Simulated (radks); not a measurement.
Q: The gold ion Au9+ is in [Xe] 4f14 5d(3/2: 2, 5/2: 0). Method: Dirac Kohn-Sham, PBE, spin-unpolarised, spherical densities, finite nucleus; Fermi nuclear charge, rms radius of each element as measured or else 0.836 A^(1/3) + 0.57 fm; computed with a radial shooting solver on a logarithmic mesh with Libxc functionals. Sub-shells are occupied by j as written (lower j first in brackets). One electron is removed from 5p1/2, 5d3/2, 4f7/2, 5p3/2 in turn, with full relaxation. Which removal costs least, and what does each cost?

A: 5d3/2 149.27 eV; 5p3/2 206.40 eV; 5p1/2 225.94 eV; 4f7/2 246.55 eV. The 5d3/2 electron leaves first.
